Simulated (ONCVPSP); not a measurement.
**What one change does to a pseudopotential (phosphorus (P), ONCV)**

- Element: phosphorus (P)
- Generator: ONCVPSP 4.0.1
- Type: optimised norm-conserving Vanderbilt (ONCV)
- Functional: Wu-Cohen
- Relativity: scalar-relativistic
- Frozen core: [He]
- Valence charge: 13
- Reference configuration: 2s2 2p6 3s1.5 3p3.5
- Partial waves: 2s+3s: rc 0.75 bohr, ncon 4, nbas 7, qcut 17.3 1/bohr, 2 projectors; 2p+3p: rc 1.05 bohr, ncon 3, nbas 6, qcut 14.3 1/bohr, 2 projectors; d scattering state at 0.38 Ha: rc 1.00 bohr, ncon 4, nbas 9, qcut 10 1/bohr, 3 projectors, debl 2.2 Ha
- Local potential: polynomial inside 0.65 bohr (lpopt 5, dvloc0 2 Ha)
- Core correction: none

Change: core [Ne], valence charge 5; reference 3s2 3p3; waves now 3s: rc 1.40 bohr, ncon 5, nbas 8, qcut 4 1/bohr, 2 projectors, debl 2.7 Ha; 3p: rc 1.35 bohr, ncon 3, nbas 8, qcut 5.4 1/bohr, 1 projector; d scattering state at 0.26 Ha: rc 1.25 bohr, ncon 4, nbas 8, qcut 7.1 1/bohr, 3 projectors, debl 4 Ha; local potential polynomial inside 1.15 bohr (lpopt 5, dvloc0 -1 Ha).

Cutoffs: the cutoffs (Ha) at which the residual kinetic energy of the hardest occupied pseudo-wave falls to 1 and 0.1 mHa per electron; they do not see the model core or the augmentation charge, which bear on the density cutoff. Errors are all-electron minus pseudo energies relative to the spin-unpolarised reference configuration.

**Question.** What does the change do?

**Answer.** The potential gets softer (95 Ha and 115 Ha → 29 Ha and 77 Ha); the bound ghost in d disappears. The shells moved into the core no longer need plane waves of their own. Several settings change at once here, so the effects cannot be laid on one of them.

```tsv
quantity	base	changed
cutoff, loose	95 Ha	29 Ha
cutoff, tight	115 Ha	77 Ha
loose cutoff by channel	s 95 Ha, p 80 Ha	s 29 Ha, p 4.5 Ha
bound ghosts	d	none
GHOST(+) flags under 300 eV	none	s at 109.7 eV
largest error over its own tests, meV	-395	+220
```

 A true bound ghost makes a file unfit for plane-wave use even where its test errors are small: the radial tests pick states by their node count and pass the ghost by.
